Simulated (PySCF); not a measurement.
In(Cl)(OSiH3)2, H6ClInO2Si2, SMILES [SiH3][O][In]([Cl])[O][SiH3] at its PBE0/def2-SVP optimised geometry (Å):

```
12

In     0.5778     0.1981    -1.1572
Cl     1.7913     0.2046    -3.1353
O      0.4794    -1.3990     0.0000
Si     1.0839    -2.9453     0.0000
H      0.6197    -3.7121    -1.1993
H      0.6010    -3.6363     1.2316
H      2.5812    -2.9453     0.0000
O     -0.3874     1.8209    -0.6011
Si    -1.3523     2.2956     0.6634
H     -2.5812     1.4460     0.7597
H     -1.7613     3.7121     0.4315
H     -0.6223     2.2094     1.9677
```

Level of theory: PBE0/def2-TZVP, def2 effective core potentials past Kr (PySCF). The core electrons that the potentials of In replace are not part of the density. Cells within 0.4 Å of a nucleus heavier than hydrogen are left out (blank, or x).

Map of the log10 of the electron density (e/bohr³), floored at −4 on the plane z = 0.0 Å:

```
|00000000000000000000000000000|
|00000000000000000000000000000|
|00000000122210000000000000000|
|00000001334331000000000000000|
|00000012456543100000000000000|
|00000013567653210000000000000|
|00000023577764321000000000000|
|00000024567765542100000000000|
|00000134566777654200000000000|
|00000235666788864310000000000|
|00001245666789865320000000000|
|00000245666678765421000000000|
|00000234555566665432000000000|
|00000123333445566542100000000|
|00000011222235566543100000000|
|00000000001245677643100000000|
|00000000001246898753200000000|
|000000000013579xx754321000000|
|000000000013479x9765432100000|
|00000000000246788766654200000|
|00000000000135679977765310000|
|0000000000013467xx88975310000|
|00000000000124678877764310000|
|00000000000124566666553200000|
|00000000000023455544432100000|
|00000000000012334332210000000|
|00000000000001122210000000000|
|00000000000000000000000000000|
|00000000000000000000000000000|
```
Scale: ten equal steps from -4.00 (start of '0') to -0.175 (end of '9'), in the order '0123456789'; x runs from -6.00 to 6.00, y from -6.00 (bottom) to 6.00 (top).
